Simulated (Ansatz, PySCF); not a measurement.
CH4BeSSe, SMILES C[S][Be][SeH]. Atoms are numbered in the order given.

```xyz
8

Be     0.1335    -0.2129    -0.2758
S     -0.2496    -1.3933    -1.7168
C     -2.0907    -1.2679    -1.8476
H     -2.5749    -1.6722    -0.9493
H     -2.3782    -1.8756    -2.7156
H     -2.4068    -0.2303    -2.0154
Se     0.5650     1.0872     1.2315
H      0.4294     0.0161     2.2376
```

The structure is a stationary point at TPSSh-D3(BJ)/def2-SVP. The structure was generated by enumeration; whether it is a known compound was not checked. Other conformers were not sampled.

Two levels are set side by side: PBE-D3(BJ)/def2-SVP (Ansatz, an electronic-structure program) and TPSSh-D3(BJ)/def2-SVP (PySCF). Each level has its own optimised geometry; the coordinates shown are those of the second. Frequencies come from the Hessian of PySCF at each geometry. Differences are taken from unrounded values.

```json
[
 {"quantity": "mean bond length (Å)", "TPSSh-D3(BJ)": "1.508", "PBE-D3(BJ)": "1.514", "PBE-D3(BJ) minus TPSSh-D3(BJ)": "0.006"},
 {"quantity": "bond Be1–S2 (Å)", "TPSSh-D3(BJ)": "1.902", "PBE-D3(BJ)": "1.903", "PBE-D3(BJ) minus TPSSh-D3(BJ)": "0.002"},
 {"quantity": "bond Be1–Se7 (Å)", "TPSSh-D3(BJ)": "2.037", "PBE-D3(BJ)": "2.038", "PBE-D3(BJ) minus TPSSh-D3(BJ)": "0.001"},
 {"quantity": "bond S2–C3 (Å)", "TPSSh-D3(BJ)": "1.850", "PBE-D3(BJ)": "1.851", "PBE-D3(BJ) minus TPSSh-D3(BJ)": "0.001"},
 {"quantity": "bond C3–H4 (Å)", "TPSSh-D3(BJ)": "1.098", "PBE-D3(BJ)": "1.106", "PBE-D3(BJ) minus TPSSh-D3(BJ)": "0.008"},
 {"quantity": "bond C3–H5 (Å)", "TPSSh-D3(BJ)": "1.098", "PBE-D3(BJ)": "1.106", "PBE-D3(BJ) minus TPSSh-D3(BJ)": "0.008"},
 {"quantity": "bond C3–H6 (Å)", "TPSSh-D3(BJ)": "1.098", "PBE-D3(BJ)": "1.106", "PBE-D3(BJ) minus TPSSh-D3(BJ)": "0.008"},
 {"quantity": "bond Se7–H8 (Å)", "TPSSh-D3(BJ)": "1.476", "PBE-D3(BJ)": "1.488", "PBE-D3(BJ) minus TPSSh-D3(BJ)": "0.012"},
 {"quantity": "highest harmonic wavenumber (cm⁻¹)", "TPSSh-D3(BJ)": "3171", "PBE-D3(BJ)": "3105", "PBE-D3(BJ) minus TPSSh-D3(BJ)": "-66"},
 {"quantity": "mean harmonic wavenumber (cm⁻¹)", "TPSSh-D3(BJ)": "1188", "PBE-D3(BJ)": "1154", "PBE-D3(BJ) minus TPSSh-D3(BJ)": "-33"},
 {"quantity": "zero-point energy (kcal/mol)", "TPSSh-D3(BJ)": "30.56", "PBE-D3(BJ)": "29.70", "PBE-D3(BJ) minus TPSSh-D3(BJ)": "-0.86"}
]
```

Exact exchange shortens and stiffens bonds; PBE has none. Differences between two approximate levels are no errors against the true value.
